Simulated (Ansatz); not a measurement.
`[SiH3]C1C=C1` + `BBN` → `BB(N)[SiH3]` + `C1=CC1` at 400 K and 1 bar (formal exchange of groups at the Si–C bond).

Calculated with Ansatz (gas phase, PBE0-D4/def2-TZVP geometries, no zero-point term in ΔE). CCSD(T)/CBS adds triple-zeta CCSD(T) − MP2 to the extrapolated MP2 energy (def2 sets, frozen cores). This one scheme is used for every species. One conformer a species, not always the lowest.

```
       species  CCSD(T)/CBS energy (Eh)  H − E (kJ/mol)  S (J/(mol·K))
`[SiH3]C1C=C1`               -406.73557           213.6          336.8
         `BBN`               -107.29684           179.4          296.3
 `BB(N)[SiH3]`               -397.57337           233.5          376.5
      `C1=CC1`               -116.45901           164.9          259.5
```

H − E and S are ideal-gas, rigid-rotor, harmonic terms from PBE0-D4/def2-TZVP, for one conformer and one mirror image of each species. 1 Eh = 2625.50 kJ/mol, R = 8.31446 J/(mol·K).

Problem. By hand: ΔE, ΔH, ΔS and ΔG.

Solution. ΔE = (-397.57337) + (-116.45901) − (-406.73557) − (-107.29684) = 0.00003 Eh = 0.1 kJ/mol. Δ(H − E) = 233.5 + 164.9 − 213.6 − 179.4 = 5.4, so ΔH = 5.5 kJ/mol. ΔS = 376.5 + 259.5 − 336.8 − 296.3 = 2.9 J/(mol·K). ΔG = 5.5 − 400 × (2.9)/1000 = 4.3 kJ/mol.

Problem. By hand: the equilibrium constant, and the temperature at which ΔG would vanish if ΔH and ΔS stayed fixed.

Solution. log₁₀ K = −ΔG/(RT ln 10) = -0.6. ΔG = 0 at ΔH/ΔS = 1897 K, though so small a ΔH makes that figure unsure.

The number of gas molecules stays the same, so ΔS is small and ΔH decides. The sign of ΔG lies within the doubt. A doubt of 5 kJ/mol in ΔE shifts log₁₀ K by 0.7 here. Other conformers and mirror images would add mixing entropy, several J/(mol·K) or more a flexible species. Modes under 60 cm⁻¹, often nearly free rotors, make the harmonic entropy too high. These are equilibria of isolated gas molecules and say nothing of rates. Largest T1 diagnostic: 0.014 (customary marks: 0.02 for closed shells, 0.045 for open ones).
